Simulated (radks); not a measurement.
Values are calculated unless marked as measured or tabulated.
How relativity changes the ionisation of the tantalum ion Ta3+ ([Xe] 4f14 5d2) to Ta4+ ([Xe] 4f14 5d1). Spin-unpolarised spherical Kohn-Sham, BLYP, point nucleus unless stated (finite: rms radius 5.3507 fm), a radial shooting solver on a logarithmic mesh with Libxc functionals. A level marked "c x" has the speed of light scaled by that factor and shares open shells by 2j + 1; other Dirac levels either fill j = l - 1/2 first or share by 2j + 1.

level                               E(Ta3+) (hartree)  E(Ta4+) (hartree)  IE (eV)   HOMO  <r> HOMO (bohr)
non-rel.                                  -14802.6270        -14801.3061   35.945     5d            1.822
scalar-rel.                               -15603.7655        -15602.4780   35.033     5d            1.854
scalar-rel., finite nucleus               -15601.4892        -15600.2018   35.033     5d            1.854
Dirac, 2j+1 shares                        -15625.1127        -15623.8261   35.009  5d5/2            1.875
Dirac, low j first                        -15625.1483        -15623.8466   35.421  5d3/2            1.833
Dirac, 2j+1 shares, finite nucleus        -15622.8162        -15621.5296   35.010  5d5/2            1.875
Dirac, c x 0.75                           -16501.7420        -16500.4792   34.363  5d5/2            1.920
Dirac, c x 1.5                            -15137.6560        -15136.3507   35.520  5d5/2            1.845
Dirac, c x 3                              -14882.5621        -14881.2451   35.838  5d5/2            1.828

NIST Atomic Spectra Database: 35 eV (theoretical). The relativistic part of the total energy of Ta3+ is -820.2 hartree (Dirac, 2j+1 shares, finite nucleus), 5.5 % of the non-relativistic value. Spin polarisation and multiplet splitting of open shells are left out at every level.

Beside tabulated values, note that relativity, absent from the non-relativistic runs, is large for the heavy elements, and spin-unpolarised runs miss the spin-polarisation part of the exchange energy of open shells.
